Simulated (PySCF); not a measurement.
Question: Give a PBE0-D3(BJ)/def2-SVP geometry of [WS(SH)4]- (`[S]=[W-]([SH])([SH])([SH])[SH]`) [radical]. (Charge -1 and doublet state.)

Answer: 
```
atom  x, y, z in Å
W1     0.3538   -0.0117    0.3322
S2     1.0583   -1.4087    1.7895
S3     2.2313    0.9282   -0.8572
H4     2.5982   -0.1647   -1.5689
S5     0.3448    2.2052    1.2864
H6    -0.9384    2.2926    1.7110
S7    -2.0378    0.1921    0.5702
H8    -2.4766   -0.8665   -0.1507
S9     0.0279   -1.2378   -1.7223
H10   -1.0369   -2.0055   -1.3858
```

Any rigid rotation of these coordinates is as good. Atoms count from 1 in this order. W1 (tungsten bonded to 5 S) is square pyramidal (τ5 = (β − α)/60° = 0.02 from the two widest angles, 143.3° and 141.9° (0 for a square pyramid, 1 for a trigonal bipyramid)). S3 (sulfur bonded to W and H) is bent (angle 98.9°). Of the pairs four or more bonds apart, H8···H10 is among the closest relative to their van der Waals radii: 2.21 Å, 92 % of the sum of Bondi's values. The S–W distances run from 2.138 Å (W1–S2) to 2.415 Å (W1–S9), a spread of 0.277 Å.

Bonds between heavy atoms (Å): W1–S2 2.138, W1–S3 2.413, W1–S5 2.414, W1–S7 2.412, W1–S9 2.415.

Computed, not measured: PBE0-D3(BJ)/def2-SVP geometry optimisation, gas phase, def2 core potentials past Kr in PySCF 2.14.0.

Point group: near Cs, missed by 0.25 Å at most; the miss may be what the optimiser left on a soft mode. Not checked by PBE0-D3(BJ)/def2-SVP frequencies. ⟨S²⟩ = 0.761 (exact for a doublet: 0.75).
